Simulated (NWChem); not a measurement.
Lowest excitation of BF

```
B
F 1 1.2635
```
Charge 0, spin multiplicity 1.

Everything below was run with NWChem. All single points use one geometry, from B3LYP/def2-SVP, a minimum by its harmonic frequencies.

Basis set: aug-cc-pVDZ.

```csv
method,lowest vertical singlet excitation energy (eV),relative cost,difference from EOM-CCSD
CIS,6.57,1,+0.03
TD-PBE,6.08,under 3,-0.46
EOM-CCSD,6.54,under 3,0.00
TD-BHandHLYP,6.20,under 3,-0.34
TD-B3LYP,6.14,under 3,-0.40
```

The values span 0.49 eV, from TD-PBE (lowest) to CIS (highest). Costs are rough ratios of processor time within this set of runs, SCF included, with CIS as 1.

The correlated methods keep 2 core orbitals frozen. B3LYP has NWChem's definition, with VWN1-RPA local correlation. The structure started from a generated list of species. No row is a measurement; the coupled-cluster row has its own basis-set and correlation limits.
